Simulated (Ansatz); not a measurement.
Consider the formal exchange of groups at a B–Te bond: `OB(O)[Te][SiH3]` + `c1cc[nH]c1` → `OB(O)c1ccc[nH]1` + `[SiH3][TeH]`.

Gas-phase electronic energies from Ansatz, PBE0-D4/def2-TZVP geometries. CCSD(T)/CBS is the MP2 limit (def2-TZVPP, def2-QZVPP) plus CCSD(T) − MP2 in def2-TZVPP, frozen cores. Functionals use def2-TZVPP. B3LYP here is the variant with VWN-RPA as its local correlation; programs differ in this. Elements past krypton have def2 core potentials. For Te outer-core shells are correlated without core-valence functions, which leaves a few kJ/mol of doubt a bond. One conformer a species, not always the lowest.

`OB(O)[Te][SiH3]`:

Cartesian coordinates in Å:
```
O -0.946 -0.019 -1.394
B -1.481 -0.153 -0.156
O -2.824 -0.212 0.004
Te -0.343 -0.316 1.716
Si 1.873 0.162 0.696
H 0.016 -0.030 -1.416
H -3.292 -0.165 -0.836
H 2.905 -0.714 1.303
H 1.812 -0.134 -0.768
H 2.281 1.580 0.851
```

`c1cc[nH]c1`:

Cartesian coordinates in Å:
```
C 1.003 -0.553 0.324
C 0.767 0.116 -0.902
C -0.512 0.608 -0.860
N -1.051 0.259 0.343
C -0.141 -0.447 1.073
H 1.908 -1.056 0.625
H 1.458 0.225 -1.724
H -1.076 1.173 -1.584
H -1.979 0.489 0.646
H -0.377 -0.815 2.059
```

`OB(O)c1ccc[nH]1`:

Cartesian coordinates in Å:
```
O -0.785 2.234 1.038
B 0.089 1.667 0.150
O 0.945 2.489 -0.529
C 0.041 0.139 -0.019
C 0.761 -0.744 -0.808
C 0.293 -2.047 -0.557
C -0.706 -1.938 0.385
N -0.844 -0.629 0.694
H -0.689 3.189 1.082
H 1.524 2.020 -1.131
H 1.547 -0.476 -1.500
H 0.640 -2.965 -1.006
H -1.319 -2.695 0.847
H -1.498 -0.244 1.354
```

`[SiH3][TeH]`:

Z-matrix (Å, degrees):
```
Si
Te 1 2.494
H 1 1.484 2 111.4
H 1 1.484 2 111.4 3 122.4
H 1 1.484 2 104.9 3 -118.8
H 2 1.658 1 91.7 3 -60.9
```

```csv
level,ΔE (kJ/mol),difference from CCSD(T)/CBS
PBE-D4,0.5,0.1
r2SCAN-D4,-4.0,-4.4
PBE0-D4,-1.2,-1.6
B2PLYP,-4.7,-5.1
PBE,-0.2,-0.6
r2SCAN,-3.5,-3.9
PBE0,-1.7,-2.1
B3LYP,-7.9,-8.3
HF/def2-TZVPP,-13.5,-13.9
MP2/def2-TZVPP,1.8,1.4
CCSD/def2-TZVPP,-5.6,-6.0
CCSD(T)/def2-TZVPP,-3.3,-3.7
HF/def2-QZVPP,-13.3,-13.7
MP2/def2-QZVPP,4.0,3.6
HF/CBS(def2),-13.3,-13.7
MP2/CBS(def2),5.5,5.1
CCSD(T)/CBS,0.4,0
```

Largest T1 diagnostic among the species: 0.012.

In def2-TZVPP, CCSD(T) changes the Hartree–Fock value by +10.2 kJ/mol (the triples alone add +2.3 kJ/mol) and MP2 by +15.3 kJ/mol.
